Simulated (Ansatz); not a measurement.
CHO2, SMILES [O]C=O, multiplicity 2. Atoms are numbered in the order given.

```xyz
4

O      0.0000     1.1607     0.1525
C      0.0000     0.0000    -0.2052
O      0.0000    -1.1607     0.1525
H      0.0000     0.0000    -1.3761
```
Charge 0, spin multiplicity 2.

Geometry: PBE0-D3(BJ)/def2-TZVP. The isomer is the one that the SMILES or the coordinates give; other isomers of the formula were not compared.

Two levels are set side by side: PBE-D3(BJ)/def2-TZVP (Ansatz, a program for electronic structure) and PBE0-D3(BJ)/def2-TZVP (Ansatz). Each level has its own optimised geometry; the coordinates shown are those of the second. Differences are taken from unrounded values.

| quantity | PBE0-D3(BJ) | PBE-D3(BJ) | PBE-D3(BJ) minus PBE0-D3(BJ) |
|---|---|---|---|
| mean bond length (Å) | 1.200 | 1.211 | 0.011 |
| bond O1–C2 (Å) | 1.215 | 1.233 | 0.018 |
| bond C2–O3 (Å) | 1.215 | 1.233 | 0.018 |
| bond C2–H4 (Å) | 1.171 | 1.169 | -0.002 |

GGA bonds tend to be longer and softer than those of functionals with exact exchange. Differences between two approximate levels are no errors against the true value.
